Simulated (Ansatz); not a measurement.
Cl2Sn, charge +1, doublet, geometry from GFN2-xTB (such geometries of metal compounds can be far from the true shape) (a state made from the parent by changing its charge; the spin is typed, not shown lowest) (all electrons, no relativity). Base run: HF/3-21G in Ansatz (a program for electronic structure).

Ansatz was given this input:
Ansatz 0.2 input:
```yaml
crystal:
  periodic: [false, false, false]
  atoms:
    - {symbol: Sn, position_ang: [0.00755256, -0.00709993, 0.44602132]}
    - {symbol: Cl, position_ang: [1.31419946, 1.64977004, -0.65225992]}
    - {symbol: Cl, position_ang: [-1.33641287, -1.62888789, -0.65956749]}
basis:
  gaussian:
    orbitals: 3-21G.json
hamiltonian:
  xc: hf
total_charge: 1
magnetization: {spin_polarized: true, initial_magnetization: 1}
```
The basis file holds 3-21G in the JSON format of the Basis Set Exchange.

Each row names what was changed in the base input (with any setting that the change needs).

| change | E (Eh) | <S^2> | core-seconds (rough) |
|---|---|---|---|
| base | -6911.05600 | 0.788 | 3 |
| functional = b3lyp | -6915.00450 | 0.755 | 4 |
| functional = wB97X | -6915.00669 | 0.765 | 10 |
| functional = lc_wpbe | -6914.03438 | 0.769 | 3 |
| functional = B97M-V | -6913.87055 | 0.752 | 20 |
| functional = r2scan | -6914.73321 | 0.755 | 30 |
| functional = wB97X-V | -6914.40499 | 0.764 | 10 |
| functional = b3lyp; dispersion = d3bj | -6915.01107 | 0.755 | 4 |
| functional = revpbe | -6914.44238 | 0.752 | 7 |
| functional = BHLYP | -6914.96168 | 0.765 | 3 |
| functional = b3lyp5 | -6914.67510 | 0.755 | 5 |
| functional = cam_b3lyp | -6915.18946 | 0.762 | 4 |
| functional = pbe0 | -6914.26534 | 0.757 | 4 |

Absolute energies of different levels of theory aren't comparable as measures of quality.
